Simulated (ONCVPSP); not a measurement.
## An all-electron radial function and its pseudo partner (caesium (Cs))

Columns: radius, all-electron u(r) and pseudo u(r) of the 5p shell (level -13.66 eV) of caesium in the configuration [Kr] 4d10 5s2 5p6 6s1; PBE, non-relativistic, ONCV scheme, ONCVPSP 4.0.1.

```tsv
r (bohr)	all-electron	pseudo
0.152	0.1368	0.0141
0.305	0.1260	0.0543
0.458	-0.2731	0.1157
0.610	-0.3909	0.1934
0.762	-0.2413	0.2845
0.915	0.0191	0.3839
1.068	0.2796	0.4820
1.220	0.4903	0.5693
1.372	0.6407	0.6415
1.525	0.7354	0.6991
1.678	0.7824	0.7416
1.830	0.7923	0.7649
1.982	0.7756	0.7641
2.135	0.7404	0.7380
2.288	0.6936	0.6935
2.440	0.6407	0.6407
2.592	0.5852	0.5852
2.745	0.5295	0.5295
2.898	0.4756	0.4756
3.050	0.4251	0.4251
3.202	0.3783	0.3783
3.355	0.3350	0.3350
3.508	0.2958	0.2958
3.660	0.2607	0.2607
3.812	0.2292	0.2292
3.965	0.2010	0.2010
```

(1) How many radial nodes do the two functions have?

(2) At about which radius was the pseudo-wave matched?

(3) Is the pseudo-wave norm-conserving?

## Answers

(1) The all-electron 5p function has n − l − 1 = 3 (the table is too coarse to show those close to the nucleus); the pseudo-wave has 0, since the states of the same l below it are removed with the core.

(2) 2.40 bohr, where the columns begin to agree (steps of 0.15 bohr).

(3) Yes: the ONCV scheme keeps the norm inside the radius equal to the all-electron one, which fixes the energy derivative of the logarithmic derivative at the level.
